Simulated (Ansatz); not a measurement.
Relaxation of the cluster NiO₂ with RKS r2SCAN-D4/def2-TZVP.

```sh
$ ansatz run in.yaml --threads 4 --pin off --events-out ev --progress --plain --max-ram 3916MiB
```

```yaml
crystal:
  periodic: [false, false, false]
  atoms:
    - {symbol: Ni, position_ang: [0.000120, -0.000060, -0.000000]}
    - {symbol: O, position_ang: [0.070620, -0.535430, -1.281130]}
    - {symbol: O, position_ang: [-0.070750, 0.535480, 1.281140]}
basis:
  gaussian: {orbitals: def2-TZVP}
hamiltonian: {xc: r2scan, dispersion: d4}
scf: {omitted_lower_state_checks: [starts]}
output: {orbitals: {seedname: orbitals}}
relax: {f_tol: 0.02, max_steps: 100}
```

Hardware: 4 threads of INTEL XEON PLATINUM 8581C on a shared host. Wall time 7.5 s.

Positions (Å) and forces (eV/Å) at steps 1, 2, 3, 4, 7, 10, 11 of 11:

```xyz
3
step=1 energy=-45131.4326 eV
Ni    0.000    0.000    0.000    0.005    0.003    0.013
O     0.071   -0.535   -1.281    0.852   -6.478  -15.502
O    -0.071    0.535    1.281   -0.857    6.475   15.489
3
step=2 energy=-45133.6452 eV
Ni    0.000    0.000    0.000    0.002    0.001    0.003
O     0.076   -0.576   -1.377    0.282   -2.140   -5.121
O    -0.076    0.576    1.377   -0.283    2.139    5.117
3
step=3 energy=-45134.0613 eV
Ni    0.000    0.000    0.000    0.001    0.000    0.001
O     0.079   -0.599   -1.433    0.079   -0.603   -1.444
O    -0.079    0.599    1.433   -0.080    0.603    1.442
3
step=4 energy=-45134.1091 eV
Ni    0.000    0.000    0.000    0.000    0.000    0.000
O     0.081   -0.612   -1.464   -0.005    0.040    0.094
O    -0.081    0.612    1.464    0.005   -0.039   -0.095
3
step=7 energy=-45134.1104 eV
Ni    0.042   -0.015    0.009    0.035   -0.013    0.007
O     0.060   -0.602   -1.464   -0.015   -0.013   -0.050
O    -0.102    0.618    1.455   -0.020    0.026    0.043
3
step=10 energy=-45134.1162 eV rejected
Ni    0.199   -0.073    0.041   -0.047    0.017   -0.010
O    -0.021   -0.560   -1.447    0.026   -0.027   -0.038
O    -0.178    0.632    1.405    0.021    0.009    0.048
3
step=11 energy=-45134.1182 eV
Ni    0.163   -0.060    0.034    0.000    0.000    0.000
O    -0.002   -0.571   -1.455    0.000    0.000    0.000
O    -0.161    0.631    1.421    0.000    0.000    0.000
```

The restricted singlet is unstable: a solution with broken spin symmetry lies lower. At r2SCAN-D4/def2-TZVP a triplet of charge 0 lies 0.19 eV below the restricted singlet, each at its own geometry. That triplet is doubtful there (⟨S²⟩ 2.64, where a pure state has 2.00). Another isomer (singlet) lies 0.43 eV lower at PBE0-D4/def2-TZVP.
